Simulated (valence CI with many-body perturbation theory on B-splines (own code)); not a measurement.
Er35+: calculated level list

Level of theory: valence CI with perturbative core correlation (CI+MBPT): five valence electrons over a frozen Dirac-Fock core [Ar] 3d10, a basis of 9 s, 9 p, 8 d, 6 f, 3 g, 1 h functions for each j, with the one-electron correlation potential Σ1 (screened to all orders), the two-electron term Σ2, the three-electron term Σ3, Breit, model QED; selected single and double excitations, second order for the rest (own B-spline code, finite nucleus).

The last digits are not significant, and no measured levels were compared; by estimate large intervals hold to a few tenths of a per cent, small ones and those within an open d or f shell to about a per cent. Among the levels kept, up to 300 cm⁻¹ of a level comes from second order outside the variational space, and about a tenth of that is noise between levels of different J, which matters for small intervals.

Levels 1 to 45 of 52, with energies above the lowest level, (4s^2 4p1/2^2 4p3/2) J=3/2. "Leading %" is the weight of the configuration and term that name the level; weights of strongly mixed levels are sums over their largest components and can fall short. In the jj column 3d3/2^4 stands for four electrons in 3d with j = 3/2.

| No. | Configuration | Term | J | E (eV) | Leading % | Second component | g | Leading jj |
| --- | --- | --- | --- | --- | --- | --- | --- | --- |
| 1 | 4s²4p³ | ²P° | 3/2 | 0.00 | 45 | 28 % 4s²4p³ ⁴S° | 1.382 | 4s^2 4p1/2^2 4p3/2 (98 %) |
| 2 | 4s²4p³ | ⁴S° | 3/2 | 54.88 | 53 | 45 % 4s²4p³ ²D° | 1.448 | 4s^2 4p1/2 4p3/2^2 (98 %) |
| 3 | 4s²4p³ | ²D° | 5/2 | 59.69 | 99 |  | 1.196 | 4s^2 4p1/2 4p3/2^2 (99 %) |
| 4 | 4s²4p³ | ²P° | 1/2 | 65.72 | 99 |  | 0.661 | 4s^2 4p1/2 4p3/2^2 (99 %) |
| 5 | 4s²4p³ | ²P° | 3/2 | 121.42 | 53 | 28 % 4s²4p³ ²D° | 1.295 | 4s^2 4p3/2^3 (98 %) |
| 6 | 4s²4p²4d | ²D | 3/2 | 131.88 | 34 | 33 % 4s²4p²4d ⁴F | 0.822 | 4s^2 4p1/2^2 4d3/2 (90 %) |
| 7 | 4s4p⁴ | ⁴P | 5/2 | 135.27 | 64 | 20 % 4s4p⁴ ²D | 1.478 | 4s 4p1/2^2 4p3/2^2 (84 %) |
| 8 | 4s4p⁴ | ²S | 1/2 | 150.80 | 54 | 34 % 4s4p⁴ ⁴P | 2.162 | 4s 4p1/2^2 4p3/2^2 (91 %) |
| 9 | 4s²4p²4d | ²D | 5/2 | 153.37 | 23 | 23 % 4s²4p²4d ⁴D | 1.213 | 4s^2 4p1/2^2 4d5/2 (82 %) |
| 10 | 4s4p⁴ | ²D | 3/2 | 153.43 | 32 | 31 % 4s4p⁴ ²P | 1.144 | 4s 4p1/2^2 4p3/2^2 (79 %) |
| 11 | 4s²4p²4d | ⁴F | 3/2 | 186.59 | 30 | 27 % 4s²4p²4d ⁴D | 0.950 | 4s^2 4p1/2 4p3/2 4d3/2 (88 %) |
| 12 | 4s²4p²4d | ²F | 5/2 | 187.07 | 44 | 44 % 4s²4p²4d ⁴F | 0.979 | 4s^2 4p1/2 4p3/2 4d3/2 (95 %) |
| 13 | 4s²4p²4d | ⁴D | 1/2 | 187.31 | 75 | 14 % 4s²4p²4d ²P | 0.269 | 4s^2 4p1/2 4p3/2 4d3/2 (95 %) |
| 14 | 4s4p⁴ | ⁴P | 3/2 | 191.86 | 52 | 21 % 4s²4p²4d ²P | 1.504 | 4s 4p1/2 4p3/2^3 (62 %) |
| 15 | 4s²4p²4d | ²G | 7/2 | 191.92 | 43 | 27 % 4s²4p²4d ²F | 1.062 | 4s^2 4p1/2 4p3/2 4d3/2 (93 %) |
| 16 | 4s4p⁴ | ²D | 5/2 | 197.46 | 39 | 18 % 4s²4p²4d ²D | 1.212 | 4s 4p1/2 4p3/2^3 (53 %) |
| 17 | 4s²4p²4d | ⁴D | 7/2 | 199.94 | 47 | 36 % 4s²4p²4d ⁴F | 1.311 | 4s^2 4p1/2 4p3/2 4d5/2 (99 %) |
| 18 | 4s²4p²4d | ²P | 1/2 | 204.24 | 27 | 27 % 4s²4p²4d ⁴P | 1.430 | 4s^2 4p1/2 4p3/2 4d3/2 (65 %) |
| 19 | 4s²4p²4d | ⁴P | 5/2 | 204.30 | 35 | 19 % 4s²4p²4d ²D | 1.257 | 4s^2 4p1/2 4p3/2 4d3/2 (70 %) |
| 20 | 4s²4p²4d | ²D | 3/2 | 205.03 | 33 | 22 % 4s²4p²4d ²P | 1.190 | 4s^2 4p1/2 4p3/2 4d3/2 (81 %) |
| 21 | 4s²4p²4d | ²G | 9/2 | 205.17 | 57 | 42 % 4s²4p²4d ⁴F | 1.202 | 4s^2 4p1/2 4p3/2 4d5/2 (98 %) |
| 22 | 4s²4p²4d | ⁴D | 3/2 | 209.71 | 31 | 25 % 4s4p⁴ ²D | 1.175 | 4s^2 4p1/2 4p3/2 4d5/2 (50 %) |
| 23 | 4s²4p²4d | ²S | 1/2 | 212.75 | 34 | 21 % 4s4p⁴ ⁴P | 1.771 | 4s 4p1/2 4p3/2^3 (36 %) |
| 24 | 4s²4p²4d | ⁴D | 5/2 | 214.46 | 32 | 29 % 4s²4p²4d ²F | 1.172 | 4s^2 4p1/2 4p3/2 4d5/2 (49 %) |
| 25 | 4s²4p²4d | ²F | 7/2 | 216.28 | 44 | 30 % 4s²4p²4d ²G | 1.096 | 4s^2 4p1/2 4p3/2 4d5/2 (86 %) |
| 26 | 4s²4p²4d | ²P | 3/2 | 217.87 | 38 | 21 % 4s4p⁴ ²P | 1.286 | 4s^2 4p1/2 4p3/2 4d5/2 (62 %) |
| 27 | 4s²4p²4d | ²D | 5/2 | 219.60 | 48 | 21 % 4s²4p²4d ⁴P | 1.225 | 4s^2 4p1/2 4p3/2 4d5/2 (77 %) |
| 28 | 4s²4p²4d | ²D | 3/2 | 222.79 | 40 | 17 % 4s4p⁴ ²P | 0.933 | 4s^2 4p1/2 4p3/2 4d5/2 (45 %) |
| 29 | 4s²4p²4d | ²P | 1/2 | 226.62 | 56 | 16 % 4s4p⁴ ²P | 1.074 | 4s^2 4p1/2 4p3/2 4d5/2 (62 %) |
| 30 | 4s²4p²4d | ⁴P | 1/2 | 258.03 | 32 | 25 % 4s²4p²4d ²S | 1.900 | 4s^2 4p3/2^2 4d3/2 (42 %) |
| 31 | 4s²4p²4d | ²D | 3/2 | 259.37 | 37 | 26 % 4s²4p²4d ⁴P | 1.171 | 4s^2 4p3/2^2 4d3/2 (89 %) |
| 32 | 4s²4p²4d | ²P | 1/2 | 259.73 | 65 | 12 % 4s²4p²4d ⁴D | 0.972 | 4s^2 4p3/2^2 4d5/2 (47 %) |
| 33 | 4s²4p²4d | ²D | 5/2 | 260.10 | 30 | 19 % 4s²4p²4d ⁴D | 1.204 | 4s^2 4p3/2^2 4d3/2 (83 %) |
| 34 | 4s²4p²4d | ²F | 7/2 | 260.80 | 43 | 40 % 4s²4p²4d ⁴D | 1.270 | 4s^2 4p3/2^2 4d5/2 (78 %) |
| 35 | 4s²4p²4d | ⁴F | 9/2 | 262.74 | 57 | 42 % 4s²4p²4d ²G | 1.236 | 4s^2 4p3/2^2 4d5/2 (98 %) |
| 36 | 4s²4p²4d | ²F | 7/2 | 263.72 | 67 | 25 % 4s²4p²4d ²G | 1.085 | 4s^2 4p3/2^2 4d3/2 (72 %) |
| 37 | 4s4p³4d | ⁶D° | 5/2 | 267.84 | 28 | 22 % 4s4p³4d ⁴F° | 1.312 | 4s 4p1/2^2 4p3/2 4d3/2 (90 %) |
| 38 | 4s4p³4d | ⁶D° | 3/2 | 268.47 | 35 | 17 % 4s4p³4d ⁴D° | 1.392 | 4s 4p1/2^2 4p3/2 4d3/2 (92 %) |
| 39 | 4s4p³4d | ⁶D° | 1/2 | 268.47 | 42 | 40 % 4s4p³4d ⁴P° | 2.620 | 4s 4p1/2^2 4p3/2 4d3/2 (92 %) |
| 40 | 4s²4p²4d | ²D | 3/2 | 269.30 | 62 | 19 % 4s²4p²4d ²P | 0.916 | 4s^2 4p3/2^2 4d3/2 (84 %) |
| 41 | 4s4p³4d | ⁶D° | 7/2 | 270.32 | 28 | 23 % 4s4p³4d ⁴F° | 1.331 | 4s 4p1/2^2 4p3/2 4d3/2 (77 %) |
| 42 | 4s²4p²4d | ²D | 5/2 | 274.53 | 78 | 13 % 4s²4p²4d ⁴D | 1.204 | 4s^2 4p3/2^2 4d5/2 (98 %) |
| 43 | 4s4p³4d | ⁴F° | 3/2 | 278.04 | 29 | 15 % 4s4p³4d ²D° | 0.959 | 4s 4p1/2^2 4p3/2 4d3/2 (73 %) |
| 44 | 4s4p³4d | ⁴F° | 9/2 | 279.90 | 42 | 40 % 4s4p³4d ⁶D° | 1.390 | 4s 4p1/2^2 4p3/2 4d5/2 (93 %) |
| 45 | 4s4p³4d | ⁴G° | 5/2 | 282.07 | 27 | 18 % 4s4p³4d ²F° | 0.884 | 4s 4p1/2^2 4p3/2 4d3/2 (78 %) |

The ionisation energy to 4s²4p² ³P0 of the next ion comes out as 1517.8 eV (NIST: 1516 ± 5 eV (theoretical)). All 52 levels together are meant to be complete up to 293.83 eV.
